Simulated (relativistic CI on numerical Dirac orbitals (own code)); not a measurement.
## Line list: Electric-dipole lines, Se5+

Method of calculation: Dirac-Coulomb-Breit CI, KLI orbitals optimised for each configuration, model QED (radiative potential, 1s self-energy scaled to tabulated hydrogen-like ionisation energies), valence Slater integrals scaled by 0.9, configuration energies shifted to the measured levels that pair with them (semi-empirical) (own radial code, finite nucleus).

CI space (outside the closed core [Ar]): 3d¹⁰4s, 3d¹⁰4p, 3d¹⁰4d, 3d¹⁰5s, 3d¹⁰4f, 3d¹⁰5p, 3d⁹4s², 3d¹⁰5d, 3d¹⁰6s, 3d¹⁰6p, 3d¹⁰5f, 3d⁹4p², 3d¹⁰5g, 3d¹⁰6d, 3d⁸4s4p², 3d⁹4s4p, 3d¹⁰6f, 3d⁹4p4d, 3d⁸4s4d², 3d⁹4s4d, 3d⁹4p4f. Levels of other configurations are missing.

```tsv
λ vac (Å)	Lower	Upper	A (s⁻¹)	gf	Branching (%)
453.10	3d¹⁰4p ²P°1/2 [2]	3d¹⁰5s ²S1/2 [6]	4.23e+09	2.60e-01	33.0
464.55	3d¹⁰4p ²P°3/2 [3]	3d¹⁰5s ²S1/2 [6]	8.60e+09	5.56e-01	67.0
588.39	3d¹⁰4p ²P°1/2 [2]	3d¹⁰4d ²D3/2 [4]	1.05e+10	2.17e+00	84.3
605.47	3d¹⁰4p ²P°3/2 [3]	3d¹⁰4d ²D5/2 [5]	1.18e+10	3.89e+00	100.0
607.85	3d¹⁰4p ²P°3/2 [3]	3d¹⁰4d ²D3/2 [4]	1.95e+09	4.31e-01	15.7
845.07	3d¹⁰4s ²S1/2 [1]	3d¹⁰4p ²P°3/2 [3]	2.85e+09	1.22e+00	100.0
885.81	3d¹⁰4s ²S1/2 [1]	3d¹⁰4p ²P°1/2 [2]	2.46e+09	5.79e-01	100.0
```

Terms are leading LS components. Brackets give the number of a level in order of energy, since labels repeat. The list gives strong lines, with weight on those to low levels, without configurations that were not tied to measured data, without lines whose two gauges differ by over a factor of 2.5, among the lowest 67 of 1065 levels, so that lines to higher ones, which can be the strongest, are missing. Levels whose partners in the same complex of configurations lie outside the list can be far off, and so can their lines. Rates are taken at the computed energies, electric ones in the length gauge.

Configurations whose levels could be paired with our table of measured levels were shifted onto them, all but the ground configuration, by the median error of their levels; single terms can still be off by 1,000 to 2,000 cm⁻¹ or more, and rates follow the energies as ν³ (E1, M1) or ν⁵ (E2). The others borrow a shift and can be off by several thousand cm⁻¹ or more. 5 of the 5 excited levels that our extract of the measured tables holds in this range could be paired (the sources list more); they are missed by 58 cm⁻¹ on average and 129 at most, after the shifts were fitted to these levels, and levels without a partner can miss by more.

Q: From the table, what is the radiative lifetime of 3d¹⁰5s ²S1/2?

A: The listed rates from this level add up to about 1.28e+10 s⁻¹, 100 % of its decay; with all channels τ = 7.80e-11 s.

LS names give the leading component of a level, which can be under half, so a name can repeat, a term be missing and a line seem to break the LS rules.
